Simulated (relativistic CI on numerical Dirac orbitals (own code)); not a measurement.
Line list: Forbidden lines, Ba XIX

Computed by Dirac-Coulomb-Breit CI, separate exchange-only KLI orbitals for each configuration, a model potential for QED, unscaled Slater integrals (own radial code, finite nucleus).

CI space (outside the closed core [Ar] 3d10): 4s2.4p6.4d2, 4s2.4p5.4d3, 4s2.4p6.4d.4f, 4s.4p6.4d3, 4s2.4p5.4d2.4f, 4s2.4p6.4d.5s, 4s.4p6.4d2.4f, 4s2.4p6.4d.5p, 4s2.4p6.4f.5s, 4s2.4p6.4d.5d, 4s2.4p6.4f2, 4s2.4p5.4f3, 4s.4p6.4f3, 4s2.4p6.4f.5p, 4s2.4p5.4f2.5p, 4s.4p6.4f2.5p, 4s2.4p6.5s2, 4s2.4p5.4f.5s2, 4s.4p6.4f.5s2. Double excitations out of closed p, d and f shells are left out; levels of such configurations are missing from the list, as are those of other unlisted configurations, and high levels can miss mixing partners.

| λ vac (Å) | Lower | Upper | Type | A (s⁻¹) | log gf |
| --- | --- | --- | --- | --- | --- |
| 81.025 | 4s2.4p6.4d2 3F_2 [1] | 4s2.4p6.4d.5s 3D_2 [141] | E2 | 1.27e+07 | -4.20 |
| 81.205 | 4s2.4p6.4d2 3F_2 [1] | 4s2.4p6.4d.5s 3D_1 [140] | E2 | 1.83e+07 | -4.26 |
| 81.992 | 4s2.4p6.4d2 3F_4 [4] | 4s2.4p6.4d.5s 3D_3 [142] | E2 | 2.08e+07 | -3.83 |
| 82.570 | 4s2.4p6.4d2 3F_3 [2] | 4s2.4p6.4d.5s 3D_2 [141] | E2 | 1.17e+07 | -4.22 |
| 82.756 | 4s2.4p6.4d2 3F_3 [2] | 4s2.4p6.4d.5s 3D_1 [140] | E2 | 1.06e+07 | -4.48 |
| 83.400 | 4s2.4p6.4d2 3P_0 [3] | 4s2.4p6.4d.5s 3D_2 [141] | E2 | 3.74e+06 | -4.71 |
| 83.768 | 4s2.4p6.4d2 3F_4 [4] | 4s2.4p6.4d.5s 3D_2 [141] | E2 | 1.10e+07 | -4.24 |
| 84.038 | 4s2.4p6.4d2 3P_2 [5] | 4s2.4p6.4d.5s 3D_2 [141] | E2 | 5.79e+06 | -4.51 |
| 84.231 | 4s2.4p6.4d2 3P_2 [5] | 4s2.4p6.4d.5s 3D_1 [140] | E2 | 6.54e+06 | -4.68 |
| 84.554 | 4s2.4p6.4d2 3P_1 [6] | 4s2.4p6.4d.5s 3D_1 [140] | E2 | 8.99e+06 | -4.54 |
| 85.912 | 4s2.4p6.4d2 1G_4 [7] | 4s2.4p6.4d.5s 3D_2 [141] | E2 | 3.70e+06 | -4.69 |
| 115.09 | 4s2.4p6.4d2 1G_4 [7] | 4s2.4p6.4d.4f 3H°_6 [92] | M2 | 1.98e+03 | -7.29 |
| 126.11 | 4s2.4p6.4d2 3F_4 [4] | 4s2.4p5.4d3 3H°_6 [55] | M2 | 4.56e+02 | -7.85 |
| 131.03 | 4s2.4p6.4d2 1G_4 [7] | 4s2.4p5.4d3 3H°_6 [55] | M2 | 4.93e+02 | -7.78 |
| 594.35 | 4s2.4p5.4d3 3I°_7 [38] | 4s2.4p5.4d3 1I°_6 [102] | M1 | 3.67e+04 | -4.60 |
| 599.14 | 4s2.4p5.4d3 3H°_5 [39] | 4s2.4p5.4d3 1I°_6 [102] | M1 | 1.75e+03 | -5.91 |
| 667.81 | 4s2.4p5.4d3 3H°_6 [49] | 4s2.4p5.4d3 1I°_6 [102] | M1 | 1.46e+03 | -5.90 |
| 727.60 | 4s2.4p5.4d3 3H°_6 [55] | 4s2.4p5.4d3 1I°_6 [102] | M1 | 1.40e+04 | -4.84 |
| 988.03 | 4s2.4p5.4d3 3G°_5 [67] | 4s2.4p5.4d3 1I°_6 [102] | M1 | 2.45e+03 | -5.33 |
| 2122.5 | 4s2.4p6.4d2 3F_3 [2] | 4s2.4p6.4d2 1G_4 [7] | M1 | 3.64e+02 | -5.66 |

Terms are leading LS components. Brackets give the number of a level in order of energy, since labels repeat. The list gives strong lines, with weight on those to low levels, among the lowest 200 of 1753 levels, so that lines to higher ones, which can be the strongest, are missing. Levels whose partners in the same complex of configurations lie outside the list can be far off, and so can their lines. Rates are taken at the computed energies, electric ones in the length gauge.

At this charge energies of transitions that change n are usually good to better than 1 %, and those within a shell (Δn = 0) to a few per cent. Terms inside the open d or f shell come out 10 to 20 % too wide with unscaled integrals.

LS names give the leading component of a level, which can be under half, so a name can repeat, a term be missing and a line seem to break the LS rules.
